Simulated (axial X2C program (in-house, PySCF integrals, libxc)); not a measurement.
## Low determinants of SnC at the PBE0 level, spin-free

Computed with an in-house relativistic program for diatomic molecules. Spin-free means the one-electron spin-free X2C Hamiltonian. Basis: Sn dyall-cv3z [11s12p9d4f1g], C dyall-v3z [7s6p2d1f] (cores contracted in-house); Gaussian nuclei, density fitting, unrestricted open shells. Masses: Sn 119.902 u, C 12.000 u.

Search at 2.020 Å (vertical energies from the lowest determinant):

```tsv
ΔE (eV)	state	electrons beyond evenly filled partner blocks	electrons in σ, π, δ, φ
0.00	M_S = 1, Λ = 1	σα, π+α, π+β, π-α	25 23 8 0
0.21	M_S = 1, Λ = 0	π+α, π-α	26 22 8 0
0.37	M_S = 0, Λ = 1	σβ, π+α, π+β, π-α	25 23 8 0
0.98	M_S = 0, Λ = 2	π+α, π+β	26 22 8 0
0.98	M_S = 0, Λ = 0	π+β, π-α	26 22 8 0
1.22	M_S = 2, Λ = 1	σα, 2 × π+α, π-α	25 23 8 0
1.47	M_S = 0, Λ = 0	closed shell	24 24 8 0
```

Lowest determinant, M_S = 1, Λ = 1 (beyond evenly filled blocks: σα, π+α, π+β, π-α): Re = 2.008 Å, ωe = 649.0 cm⁻¹.

The determinant in row 2 of the search, M_S = 1, Λ = 0 (beyond evenly filled blocks: π+α, π-α), was followed along the bond at PBE0; measured from the minimum of the lowest determinant it gives:

Te = 0.161 eV (1302 cm⁻¹), Re = 2.093 Å, ωe = 643.8 cm⁻¹.

Task: Compare the bond of the determinant in row 2 with that of the lowest one.

Result: At PBE0 its Re is 0.085 Å longer and its force constant, which goes as ωe², is 0.98 times that of the lowest determinant. T0 ≈ Te + Δωe/2 = 1302 + (-3) = 1299 cm⁻¹.

The search compares states at one distance, so a state with another bond length can lie lower; it is not exhaustive and yields mostly the lowest determinant of each block pattern, so other components and higher states of one pattern are missing. These are energies of single determinants, not of spin-adapted states; PBE0 term energies can be off by some tenths of an eV, and the functional has no current term. The lowest determinant need not be the ground state where others lie within half an eV. Row 1 is spin-contaminated (⟨S²⟩ = 2.21 against 2.00), so its values are not those of a pure state.
